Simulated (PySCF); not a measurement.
Two species compared at the same levels of theory.

First species: C3H12AlAs.
SMILES: `C[CH](C)[AlH2-][AsH3+]`

Second species: trans-Sn(NH3)2F4.
SMILES: `[NH3]->[Sn](<-[NH3])([F])([F])([F])[F]`

Levels: wB97X-D/def2-SVPD for dipole moment, HOMO energy, LUMO energy, HOMO–LUMO gap and static isotropic polarisability; TDDFT wB97X-D/def2-SVPD for lowest singlet excitation; TDA wB97X-D/def2-SVPD for lowest triplet excitation (Tamm–Dancoff); ΔSCF wB97X-D/def2-SVPD for vertical ionisation energy; PBE0-D3(BJ)/def2-SVP for rotational constant A and rotational constant C. Geometries: PBE0-D3(BJ)/def2-SVP. Each structure is a single optimised conformer of the isolated species (atoms past krypton carry core potentials, spin–orbit coupling is left out); the electronic structure was computed with PySCF and density fitting.

Dipoles, sizes and rotational constants follow the conformer. The torsions of the flexible species, by atom-mapped SMILES:
- `[CH3:1][CH:2]([CH3:3])[AlH2-:4][AsH3+:5]`: C1–C2–Al4–As5 -64°

**Question.** Which has the higher vertical ionisation energy?

**Answer.** The second: 11.95 eV against 8.63 eV, a difference of 3.32 eV.

**Question.** Which of the two has the higher static isotropic polarisability, and by how much?

**Answer.** The first: 103.3 au against 57.1 au, a difference of 46.2 au.

**Question.** Which of the two has the higher rotational constant C, and by how much?

**Answer.** The second: 1.530 GHz against 1.072 GHz, a difference of 0.458 GHz.

**Question.** Which of the two has the higher HOMO–LUMO gap, and by how much?

**Answer.** The second: 12.21 eV against 9.77 eV, a difference of 2.44 eV.

**Question.** Which of the two has the higher rotational constant A, and by how much?

**Answer.** The first: 3.230 GHz against 1.719 GHz, a difference of 1.511 GHz.

**Question.** Which has the higher LUMO energy?

**Answer.** The first: 1.21 eV against 0.72 eV, a difference of 0.49 eV.

**Question.** Which of the two has the higher T1 energy, and by how much?

**Answer.** The second: 7.21 eV against 5.66 eV, a difference of 1.55 eV.

**Question.** Which has the higher dipole moment?

**Answer.** The first: 3.33 D against 0.02 D, a difference of 3.31 D.

On the first: The ΔSCF ionisation energy exceeds −ε(HOMO) by 0.07 eV with wB97X-D. S1 lies 3.92 eV below the HOMO–LUMO gap; its leading configuration is HOMO→LUMO, weight 0.72. Relativistic effects, spin–orbit coupling among them, are left out although an element past zinc is present.

On the second: The principal polarisabilities are 53.7, 53.9 and 63.7 au; their mean is the isotropic value. The ΔSCF ionisation energy exceeds −ε(HOMO) by 0.46 eV with wB97X-D. Atoms past krypton carry effective core potentials; spin–orbit coupling is left out.
